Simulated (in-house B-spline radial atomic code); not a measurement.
A fraction x of an electron is removed from 5p in La³⁺, starting from [Kr] 4d10 5s2 5p6 and keeping the highest spin. Level of theory: scalar-relativistic (X2C) HSE06, spin-polarised, spherical fractional occupations, Fermi nucleus of rms radius 4.855 fm; calculated with a B-spline radial code for spherical atoms.

Caution: exact exchange at fractional occupations of open shells leaves self-interaction of up to several eV.

```tsv
x	E(x) - E(0) (eV)	5p down level (eV)
0	0.0000	-46.034
0.09	4.1867	-47.004
0.15	7.0264	-47.652
0.32	15.2839	-49.496
0.5	24.3699	-51.460
0.58	28.5219	-52.337
0.69	34.3454	-53.546
0.86	43.6078	-55.424
0.95	48.6408	-56.422
1	51.4758	-56.977
```

The exact functional would give a straight line between the two integer points. Deviations E(x) - E(0) - x[E(1) - E(0)], in eV: -0.446 at x = 0.09, -0.695 at x = 0.15, -1.188 at x = 0.32, -1.368 at x = 0.5, -1.334 at x = 0.58, -1.173 at x = 0.69, -0.661 at x = 0.86, -0.261 at x = 0.95.

The curve lies below the straight line by up to 1.368 eV (at x = 0.5): convex, the delocalisation error, to which spherically averaged exact exchange adds.

How well does Slater's transition state (minus the level at half occupation) give the ionisation energy?

It gives 51.460 eV against 51.476 eV from the two total energies; NIST lists 49.95 eV, ground level to ground level. The end point has an open shell averaged over its orbitals, so its exact exchange keeps a self-interaction and this is no true integer point.
